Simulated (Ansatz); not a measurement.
Species: [In(Cl)3(CH3OH)] (charge 0, multiplicity 1), formula CH4Cl3InO.

Q: How many basis functions does Ansatz (a first-principles code) with frozen-core CCSD(T)/def2-TZVPP // B3LYP-D3(BJ)/def2-SVP use, how many core orbitals are frozen, and how many electrons are correlated?

A: 294 basis functions and 21 frozen orbitals, which leaves 48 correlated electrons (filled d shells below the valence shell are correlated). Core time is of the order of minutes.
